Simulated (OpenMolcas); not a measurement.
**W4+: from CASSCF to CASPT2**

```
Program             : OpenMolcas 26.06
Basis               : ANO-R1 [7s5p4d2f]
Scalar Hamiltonian  : X2C, finite nucleus
Active space        : 2 electrons in 5 orbitals (5d)
State averaging     : 2S+1 = 3 even, 10 roots; 2S+1 = 1 even, 15 roots
Spin-orbit coupling : RASSI with atomic mean-field integrals over the reference wave functions, term energies averaged over their components
```

Methods on the same reference wave functions:
A. CASSCF
B. SS-CASPT2, IPEA 0.25 Eh, imaginary shift 0.1 Eh (closed shells correlated: 5s 5p)

Energies in cm-1 above 5d2 3F2, the measured ground level; measured values from the list in J. Phys. B 45, 065001 (2012).

```csv
Level,A,B,Measured
5d2 3F2,0.0,0.0,0.0
5d2 3F3,6181,6420,
5d2 3F4,11713,11880,11519
5d2 3P0,14619,13460,12839
5d2 1D2 [54 %],15893,14170,
5d2 3P1,18038,17110,16331
5d2 1G4,24532,23790,22346
5d2 3P2 [60 %],24921,23460,22615
5d2 1S0,49458,44880,43110
```

Deviations, from unrounded energies. A percentage is the sum of absolute deviations over the sum of measured energies, with the sign that they share, or ± where signs differ.

| Against measurement | Levels | A | B |
| --- | --- | --- | --- |
| mean absolute deviation (cm-1) | 6 | 2400 | 970 |
| fine structure of the ground term (%) | 1 | +1.7 | +3.1 |
| other terms of the ground configuration (%) | 5 | +12.2 | +4.7 |

B lies closest to measurement on these levels. The largest miss of B in the table is 5d2 1S0, by +1800 cm-1. The ranking rests on the paired levels alone, and a cruder setting can come out closer through cancelling errors.

From A to B the spin-free energies of the other terms of 5d2 shown, above 3F, scale by factors of 0.74 to 0.93, as is usual when dynamic correlation screens the repulsion within a d or f shell.

The lowest spin-free term lies below A's lowest term by 0.101 hartree in B.

Term energies are means over components that CASPT2 splits; among the terms shown or strongly mixed into the levels shown the widest spread is 230 cm-1 (5d2 3F, B). The basis is small and was not contracted for so high a charge. Without dynamic correlation excited terms often stand tens of per cent too high (terms of higher spin than the ground term too low), and those without a measured partner can miss by more than the paired ones (holds for A). Measured partners are found by configuration, term and J. A level has none where our copy of the source lacks it or the pairing is in doubt (some pairs that miss far off the trend of their configuration count as doubtful), and it then counts in no deviation. Only configurations of the active space appear.

A share in square brackets marks a mixed level and gives the weight of the term that names it, the lowest over the columns.
